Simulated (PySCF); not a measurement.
Species: C₆H₁₂N (doublet state).
SMILES with atom numbers: `[CH:1]1[CH2:2][CH2:3][CH2:4][CH2:5][CH2:6][NH:7]1` (hydrogens: H8 on C1; H9, H10 on C2; H11, H12 on C3; H13, H14 on C4; H15, H16 on C5; H17, H18 on C6; H19 on N7)

Cartesian coordinates in Å at the GFN2-xTB level; atoms count from 1:
```
atom  x, y, z in Å
C1    -0.4822   -1.6810    0.4849
C2    -1.4137   -0.7666   -0.2210
C3    -1.3379    0.7081    0.2309
C4    -0.1886    1.4747   -0.4178
C5     1.1953    1.0160    0.0345
C6     1.5005   -0.4489   -0.3044
N7     0.8620   -1.3410    0.6327
H8    -0.8585   -2.3086    1.2760
H9    -2.4275   -1.1355   -0.0569
H10   -1.2348   -0.7888   -1.3038
H11   -1.2381    0.7457    1.3171
H12   -2.2748    1.2019   -0.0392
H13   -0.2938    2.5364   -0.1785
H14   -0.2618    1.3751   -1.5043
H15    1.9469    1.6459   -0.4470
H16    1.2887    1.1439    1.1148
H17    2.5803   -0.6072   -0.2383
H18    1.1919   -0.6541   -1.3397
H19    1.4363   -2.1069    0.9526
```

The calculation used PySCF 2.14.0, UKS B3LYP, pcH-1 on C H N, non-relativistic, mean-field spin-orbit, GIAO. Isolated species at its GFN2-xTB geometry (one conformer only). Couplings are sensitive to structure, and on GFN2-xTB geometries they can be far from those on DFT ones.

Question: How many α and β electrons are there, and what is ⟨S²⟩ of the pure spin state?

Answer: Nα = 28, Nβ = 27 (55 in all), and S(S+1) = 0.75 for S = 1/2.

Mulliken spin populations, one withheld:

```json
{"atom": "C1", "bound to": "C2, N7, H8", "population": "?"}
{"atom": "C2", "bound to": "C1, C3, H9, H10", "population": "-0.0528"}
{"atom": "C3", "bound to": "C2, C4, H11, H12", "population": "+0.0370"}
{"atom": "C4", "bound to": "C3, C5, H13, H14", "population": "+0.0018"}
{"atom": "C5", "bound to": "C4, C6, H15, H16", "population": "+0.0067"}
{"atom": "C6", "bound to": "C5, N7, H17, H18", "population": "-0.0134"}
{"atom": "N7", "bound to": "C6, C1, H19", "population": "+0.1628"}
{"atom": "H8", "bound to": "C1", "population": "-0.0300"}
{"atom": "H9", "bound to": "C2", "population": "+0.0007"}
{"atom": "H10", "bound to": "C2", "population": "+0.0296"}
{"atom": "H11", "bound to": "C3", "population": "-0.0017"}
{"atom": "H12", "bound to": "C3", "population": "+0.0036"}
{"atom": "H13", "bound to": "C4", "population": "+0.0001"}
{"atom": "H14", "bound to": "C4", "population": "+0.0001"}
{"atom": "H15", "bound to": "C5", "population": "+0.0014"}
{"atom": "H16", "bound to": "C5", "population": "+0.0019"}
{"atom": "H17", "bound to": "C6", "population": "-0.0004"}
{"atom": "H18", "bound to": "C6", "population": "+0.0225"}
{"atom": "H19", "bound to": "N7", "population": "-0.0008"}
```

Question: What does C1 hold?

Answer: 1 − (0.1691) gives +0.831, since all populations sum to 2S.

Question: Sum the populations by element and by sign.

Answer: Carbon +0.81, nitrogen +0.16, hydrogen +0.03. The positive populations sum to 1.10, the negative ones to -0.10.

Question: With ⟨S²⟩ = 0.7534, find the sum of squared α–β overlaps and estimate the admixture of higher spin.

Answer: For a single determinant ⟨S²⟩ = S(S+1) + Nβ − Σ|⟨iα|jβ⟩|², so the squared overlaps of occupied orbitals sum to 27 − 0.0034 = 26.9966. If the quartet state (S + 1) were the only admixture, its weight would be 0.0034/(2S + 2) = 0.11 %. For Kohn–Sham this describes the determinant of the orbitals, not the true wave function.

Question: What Fermi-contact NMR shifts do the couplings of C2, C4, C5, C6, N7, H8, H9/H10 imply at 298 K (Curie law, g = gₑ)?

Answer: δ = a_FC·h·gₑ μB S(S+1)/(3 g_N μN kT), with k/h = 20836.6 MHz/K:

| nuclei | isotope | a_FC (MHz) | g_N | contact shift (ppm) |
| --- | --- | --- | --- | --- |
| C2 | 13C | -21.11 | 1.4048 | -2224 |
| C4 | 13C | -1.63 | 1.4048 | -172 |
| C5 | 13C | 23.22 | 1.4048 | +2447 |
| C6 | 13C | -3.21 | 1.4048 | -338 |
| N7 | 14N | 11.77 | 0.4038 | +4316 |
| H8 | 1H | -27.93 | 5.5857 | -740 |
| H9/H10 | 1H | 39.63 | 5.5857 | +1050 |

The shifts go as 1/T: at 348 K they are 0.856 times these. Entries for several nuclei are means.

Nuclei that the bonding pattern makes equivalent are averaged, as if the motion that swaps them (rotation, inversion, ring flip) were fast. The 1H value of +39.6 MHz is a mean of couplings from 1.7 to 77.6 MHz in this one geometry, not an average over conformers.

The run took 64 s (grids of density and orbitals included) on one thread of an Arm Neoverse V2, no GPU, shared host, and the process peaked at 0.98 GiB of memory.
